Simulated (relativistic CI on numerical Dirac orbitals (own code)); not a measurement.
# Forbidden lines of Rh⁴⁰⁺

These numbers are calculated, not measured: Dirac-Coulomb-Breit CI, orbitals from a KLI potential per configuration, model QED (radiative potential, 1s self-energy scaled to tabulated hydrogen-like ionisation energies), unscaled Slater integrals (own radial code, finite nucleus).

Configurations in the expansion (outside the closed core 1s2): 2s2 2p, 2s 2p2, 2p3, 2p2 3s, 2p2 3p, 2p2 3d, 2s2 3s, 2s2 3p, 2s2 3d, 2s 2p 3s, 2s 2p 3p, 2s 2p 3d, 2s2 4s, 2s2 4p, 2s2 4d, 2s2 4f. Levels of other configurations are missing.

| λ vac (nm) | Lower | Upper | Type | A (s⁻¹) | E lower (Ry) | E upper (Ry) |
| --- | --- | --- | --- | --- | --- | --- |
| 0.33298 | 2s 2p2 4P_3/2 [4] | 2p2 3d 4D_7/2 [93] | E2 | 8.61e+10 | 18.269 | 291.941 |
| 0.33328 | 2s 2p2 4P_3/2 [4] | 2p2 3d 4F_7/2 [92] | E2 | 2.72e+11 | 18.269 | 291.688 |
| 0.33392 | 2s 2p2 2D_5/2 [8] | 2p2 3d 4F_9/2 [118] | E2 | 3.64e+11 | 31.543 | 304.439 |
| 0.33425 | 2s 2p2 4P_5/2 [5] | 2p2 3d 2G_9/2 [96] | E2 | 3.63e+11 | 20.179 | 292.809 |
| 0.33532 | 2s 2p2 4P_5/2 [5] | 2p2 3d 4D_7/2 [93] | E2 | 1.71e+11 | 20.179 | 291.941 |
| 0.33917 | 2s 2p2 2D_3/2 [6] | 2p2 3d 4D_7/2 [93] | E2 | 8.32e+10 | 23.264 | 291.941 |
| 0.34889 | 2s 2p2 4P_5/2 [5] | 2s 2p 3d 4F°_9/2 [58] | M2 | 1.85e+08 | 20.179 | 281.367 |
| 0.35071 | 2s 2p2 4P_3/2 [4] | 2s 2p 3p 4D_7/2 [47] | E2 | 5.62e+10 | 18.269 | 278.105 |
| 0.35205 | 2s 2p2 4P_1/2 [2] | 2s 2p 3p 4D_5/2 [29] | E2 | 7.74e+10 | 9.082 | 267.925 |
| 0.35331 | 2s 2p2 4P_5/2 [5] | 2s 2p 3p 4D_7/2 [47] | E2 | 4.53e+10 | 20.179 | 278.105 |
| 0.36476 | 2s 2p2 2D_5/2 [8] | 2s 2p 3d 4F°_9/2 [58] | M2 | 1.44e+09 | 31.543 | 281.367 |
| 0.36959 | 2s 2p2 2D_5/2 [8] | 2s 2p 3p 4D_7/2 [47] | E2 | 3.67e+10 | 31.543 | 278.105 |
| 0.37198 | 2s2 2p 2P°_3/2 [3] | 2s2 3p 2P°_1/2 [17] | E2 | 1.40e+11 | 11.864 | 256.838 |
| 7.6808 | 2s2 2p 2P°_1/2 [1] | 2s2 2p 2P°_3/2 [3] | M1 | 1.95e+07 | 0.000 | 11.864 |
| 9.9195 | 2s 2p2 4P_1/2 [2] | 2s 2p2 4P_3/2 [4] | M1 | 1.55e+07 | 9.082 | 18.269 |

Terms are leading LS components. Brackets give the number of a level in order of energy, since labels repeat. The list gives strong lines, with weight on those to low levels. Levels whose partners in the same complex of configurations lie outside the list can be far off, and so can their lines. Rates are taken at the computed energies, electric ones in the length gauge.

At this charge energies of transitions that change n are usually good to better than 1 %, and those within a shell (Δn = 0) to a few per cent.

LS names give the leading component of a level, which can be under half, so a name can repeat, a term be missing and a line seem to break the LS rules.
